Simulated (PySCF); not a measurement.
PySCF input file for GeH₃Br, SMILES [GeH3][Br], TDA-ωB97X/def2-SVPD. Coordinates come from a B3LYP-D3(BJ)/def2-TZVP optimisation.

```python
import numpy as np
from pyscf import gto, scf, dft, tdscf

mol = gto.M(
    atom='''
    Ge   -0.00000000    0.00000000    1.14655791
    Br    0.00000000   -0.00000000   -1.18523224
    H    -1.26855707    0.73240177    1.59775835
    H     1.26855708    0.73240177    1.59775835
    H     0.00000000   -1.46480354    1.59775835
    ''',
    basis='def2-SVPD',
    charge=0,
    spin=0,
    symmetry=True,
    max_memory=1600,
    verbose=4,
)
mf = dft.RKS(mol, xc='wb97x').density_fit(auxbasis='def2-universal-jkfit')
mf.grids.level = 3
mf.conv_tol = 1e-9
mf.max_cycle = 100
mf.kernel()
mf.grids = dft.Grids(mol).set(level=1).build(with_non0tab=True)  # coarser grid for the response kernel
td = tdscf.TDA(mf)
td.singlet = True
td.nstates = 10
td.conv_tol = 1e-4
td.kernel(x0=td.get_init_guess(mf, 15))
td.analyze()
tt = tdscf.TDA(mf)
tt.singlet = False
tt.nstates = 4
tt.conv_tol = 1e-4
tt.kernel(x0=tt.get_init_guess(mf, 9))
tt.analyze(verbose=3)
```

Program output:

```
PySCF version 2.14.0

[INPUT] verbose = 4
[INPUT] num. atoms = 5
[INPUT] num. electrons = 70
[INPUT] charge = 0
[INPUT] spin (= nelec alpha-beta = 2S) = 0
[INPUT] symmetry True subgroup None
[INPUT] Mole.unit = angstrom
[INPUT] Symbol           X                Y                Z      unit          X                Y                Z       unit  Magmom
[INPUT]  1 Ge     0.000000000000   0.000000000000   1.146557910000 AA    0.000000000000   0.000000000000   2.166680435854 Bohr   0.0
[INPUT]  2 Br     0.000000000000   0.000000000000  -1.185232240000 AA    0.000000000000   0.000000000000  -2.239764327605 Bohr   0.0
[INPUT]  3 H     -1.268557070000   0.732401770000   1.597758350000 AA   -2.397225435681   1.384038758447   3.019325694737 Bohr   0.0
[INPUT]  4 H      1.268557080000   0.732401770000   1.597758350000 AA    2.397225454578   1.384038758447   3.019325694737 Bohr   0.0
[INPUT]  5 H      0.000000000000  -1.464803540000   1.597758350000 AA    0.000000000000  -2.768077516893   3.019325694737 Bohr   0.0

nuclear repulsion = 305.610820211147
point group symmetry = C3v, use subgroup Cs
symmetry origin: [ 2.69960873e-10  0.00000000e+00 -6.20909984e-09]
symmetry axis x: [ 2.31556368e-09  1.00000000e+00 -1.70374335e-16]
symmetry axis y: [1.66999911e-10 1.69987636e-16 1.00000000e+00]
symmetry axis z: [ 1.00000000e+00 -2.31556368e-09 -1.66999911e-10]
num. orbitals of irrep A' = 68
num. orbitals of irrep A" = 35
number of shells = 41
number of NR pGTOs = 193
number of NR cGTOs = 103
basis = def2-SVPD
ecp = {}


[settings echo left out]
init E= -4650.67208584653
HOMO (A") = -0.358102277520348  LUMO (A') = -0.0142753486221325  gap/eV = 9.35601
cycle= 1 E= -4652.45556887906  delta_E= -1.78  |g|= 0.441  |ddm|= 2.22
HOMO (A") = -0.36913435643429  LUMO (A') = 0.00908764153227226  gap/eV = 10.29194
cycle= 2 E= -4652.47264917803  delta_E= -0.0171  |g|= 0.41  |ddm|= 0.745
HOMO (A") = -0.38666759708334  LUMO (A') = 0.0304118642554219  gap/eV = 11.34931
cycle= 3 E= -4652.49366202037  delta_E= -0.021  |g|= 0.0311  |ddm|= 0.345
HOMO (A") = -0.389769441709779  LUMO (A') = 0.0356272668345228  gap/eV = 11.57563
cycle= 4 E= -4652.49387153826  delta_E= -0.00021  |g|= 0.00711  |ddm|= 0.0696
HOMO (A") = -0.38947960710844  LUMO (A') = 0.0364947925153478  gap/eV = 11.59135
cycle= 5 E= -4652.49390034802  delta_E= -2.88e-05  |g|= 0.00152  |ddm|= 0.0353
HOMO (A") = -0.38940754001317  LUMO (A') = 0.0365551472274253  gap/eV = 11.59104
cycle= 6 E= -4652.49390163322  delta_E= -1.29e-06  |g|= 0.000504  |ddm|= 0.00549
HOMO (A") = -0.389413016475614  LUMO (A') = 0.0365039219833685  gap/eV = 11.58979
cycle= 7 E= -4652.49390176966  delta_E= -1.36e-07  |g|= 0.000163  |ddm|= 0.00114
HOMO (A") = -0.389437007259317  LUMO (A') = 0.0365127145686635  gap/eV = 11.59068
cycle= 8 E= -4652.49390178492  delta_E= -1.53e-08  |g|= 4.92e-05  |ddm|= 0.000363
HOMO (A") = -0.389428335636778  LUMO (A') = 0.0365165917612256  gap/eV = 11.59055
cycle= 9 E= -4652.49390178625  delta_E= -1.33e-09  |g|= 1.27e-05  |ddm|= 0.000152
HOMO (A") = -0.389433041009255  LUMO (A') = 0.0365142768280098  gap/eV = 11.59062
cycle= 10 E= -4652.49390178629  delta_E= -4.64e-11  |g|= 1.92e-06  |ddm|= 3.88e-05
HOMO (A") = -0.389432728991539  LUMO (A') = 0.0365146362123254  gap/eV = 11.59062
Extra cycle  E= -4652.49390178632  delta_E= -2.46e-11  |g|= 1.19e-06  |ddm|= 6.04e-06
converged SCF energy = -4652.49390178632
tot grids = 22168


******** <class 'pyscf.tdscf.rks.TDA'> for <class 'pyscf.df.df_jk.DFSymAdaptedRKS'> ********
nstates = 10 singlet
deg_eia_thresh = 1.000e-03
wfnsym = None
conv_tol = 0.0001
eigh lindep = 1e-12
eigh level_shift = 0
eigh max_cycle = 100


Excitation energies (eV)
[6.29005613 6.29033241 7.86784343 7.86804343 8.45638565 8.48383129
 8.56156744 8.56324773 8.70563256 8.70573129]

** Singlet excitation energies and oscillator strengths **
Excited State   1:   A"      6.29006 eV    197.11 nm  f=0.0158
      35 -> 36       -0.66888
      35 -> 37        0.12731
      35 -> 43        0.14796
Excited State   2:   A'      6.29033 eV    197.10 nm  f=0.0158
      34 -> 36        0.66890
      34 -> 37       -0.12723
      34 -> 43       -0.14797
Excited State   3:   A"      7.86784 eV    157.58 nm  f=0.0057
      35 -> 37        0.66448
      35 -> 43       -0.14547
Excited State   4:   A'      7.86804 eV    157.58 nm  f=0.0057
      34 -> 37        0.66456
      34 -> 43       -0.14547
Excited State   5:   A'      8.45639 eV    146.62 nm  f=0.1739
      33 -> 36        0.50181
      34 -> 38        0.31969
      35 -> 39        0.31982
Excited State   6:   A"      8.48383 eV    146.14 nm  f=0.0000
      34 -> 39       -0.47112
      35 -> 38        0.47173
Excited State   7:   A"      8.56157 eV    144.81 nm  f=0.0018
      32 -> 36        0.61530
      32 -> 37       -0.12488
      34 -> 39        0.12874
      35 -> 38        0.12754
      35 -> 40        0.19353
Excited State   8:   A'      8.56325 eV    144.79 nm  f=0.0019
      31 -> 36       -0.61501
      31 -> 37        0.12451
      34 -> 38       -0.12894
      34 -> 40        0.19368
      35 -> 39        0.12917
Excited State   9:   A"      8.70563 eV    142.42 nm  f=0.0019
      32 -> 36        0.19302
      34 -> 39       -0.44971
      34 -> 42       -0.10998
      35 -> 38       -0.44940
      35 -> 41       -0.10990
Excited State  10:   A'      8.70573 eV    142.42 nm  f=0.0019
      31 -> 36        0.19429
      34 -> 38       -0.44939
      34 -> 41       -0.10992
      35 -> 39        0.44919
      35 -> 42        0.10984

** Transition electric dipole moments (AU) **
state          X           Y           Z        Dip. S.      Osc.
  1        -0.3200      0.0000      0.0000      0.1024      0.0158
  2        -0.0000      0.3200      0.0003      0.1024      0.0158
  3        -0.1717     -0.0000      0.0000      0.0295      0.0057
  4        -0.0000     -0.1718     -0.0005      0.0295      0.0057
  5        -0.0000     -0.0002      0.9162      0.8395      0.1739
  6        -0.0002      0.0000     -0.0000      0.0000      0.0000
  7        -0.0936     -0.0000      0.0000      0.0088      0.0018
  8        -0.0000     -0.0948     -0.0009      0.0090      0.0019
  9         0.0941      0.0000     -0.0000      0.0089      0.0019
 10        -0.0000     -0.0937      0.0001      0.0088      0.0019

** Transition velocity dipole moments (imaginary part, AU) **
state          X           Y           Z        Dip. S.      Osc.
  1        -0.1228      0.0000      0.0000      0.0151      0.0435
  2        -0.0000      0.1228      0.0001      0.0151      0.0435
  3        -0.0314     -0.0000     -0.0000      0.0010      0.0023
  4        -0.0000     -0.0314     -0.0002      0.0010      0.0023
  5        -0.0000     -0.0001      0.2421      0.0586      0.1257
  6        -0.0001      0.0000     -0.0000      0.0000      0.0000
  7        -0.0374     -0.0000      0.0000      0.0014      0.0030
  8         0.0000     -0.0378     -0.0004      0.0014      0.0030
  9         0.0331      0.0000     -0.0000      0.0011      0.0023
 10        -0.0000     -0.0330      0.0001      0.0011      0.0023

** Transition magnetic dipole moments (imaginary part, AU) **
state          X           Y           Z
  1        -0.0000     -0.3744     -0.0000
  2        -0.3737      0.0000     -0.0000
  3        -0.0000     -1.2972     -0.0001
  4         1.2963      0.0000     -0.0000
  5        -0.0003     -0.0000      0.0000
  6        -0.0000     -0.0001     -0.9529
  7        -0.0000     -0.4945      0.0010
  8         0.4920     -0.0000     -0.0000
  9        -0.0000     -1.0441     -0.0001
 10        -1.0451     -0.0000      0.0000


******** <class 'pyscf.tdscf.rks.TDA'> for <class 'pyscf.df.df_jk.DFSymAdaptedRKS'> ********
nstates = 4 triplet
deg_eia_thresh = 1.000e-03
wfnsym = None
conv_tol = 0.0001
eigh lindep = 1e-12
eigh level_shift = 0
eigh max_cycle = 100


Excitation energies (eV)
[5.79743791 5.79777964 7.2018143  7.71888048]

** Triplet excitation energies and oscillator strengths **
Excited State   1:   A"      5.79744 eV    213.86 nm  f=0.0000
Excited State   2:   A'      5.79778 eV    213.85 nm  f=0.0000
Excited State   3:   A'      7.20181 eV    172.16 nm  f=0.0000
Excited State   4:   A"      7.71888 eV    160.62 nm  f=0.0000
```

The run converged.

Cost: around 100 core-seconds (rough).
